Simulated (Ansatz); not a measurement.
The cluster Zn4Br8⁻, relaxed as a doublet with UKS PBE-D4/def2-SVP in Ansatz, starting from the GFN1-xTB geometry. Force threshold 0.03 eV/Å.

Another isomer (doublet) lies 0.54 eV lower at PBE0-D4/def2-TZVP; other spin states weren't run for this one.

Start:

```xyz
12

Zn   -3.154    0.355    0.185
Zn   -0.098   -1.486   -2.936
Zn    0.859   -1.560    1.499
Zn    0.654    2.960    1.277
Br   -1.590   -1.278    1.641
Br    1.688    5.001    1.569
Br    1.745    0.857    1.750
Br    1.250   -2.030   -1.012
Br    1.923   -3.075    2.889
Br   -2.132   -0.368   -2.331
Br   -1.615    2.674    0.567
Br    0.468   -2.051   -5.098
```

| step | energy (eV) | largest force component (eV/Å) | SCF passes |
| --- | --- | --- | --- |
| 1 | -753857.9033 | 0.801 | 18 |
| 2 | -753858.1655 | 0.348 | 19 |
| 3 | -753858.2428 | 0.145 | 20 |
| 4 | -753858.2502 | 0.039 | 19 |
| 5 | -753858.2515 | 0.014 | 19 |

Force components are those of the run's own axes.

End:

Cartesian coordinates in Å:
```
Zn -2.869 0.317 0.179
Zn -0.118 -1.379 -2.745
Zn 0.737 -1.467 1.419
Zn 0.590 2.773 1.188
Br -1.682 -1.335 1.710
Br 1.627 4.816 1.481
Br 1.849 0.797 1.700
Br 1.378 -2.000 -0.979
Br 1.869 -2.975 2.791
Br -2.169 -0.245 -2.293
Br -1.676 2.646 0.454
Br 0.463 -1.949 -4.907
```

By distances, no bond broke or formed. The bond that changes most is Zn1–Br10, from 2.81 to 2.63 Å (atoms count from 1).

No frequencies were taken in this run, so the end may be a saddle point.

Hardware: 2 threads of AMD EPYC 7R13 on a shared host and a share (18 GiB) of an NVIDIA H100 80GB HBM3. Wall time 51 s, peak host memory 1.1 GiB.
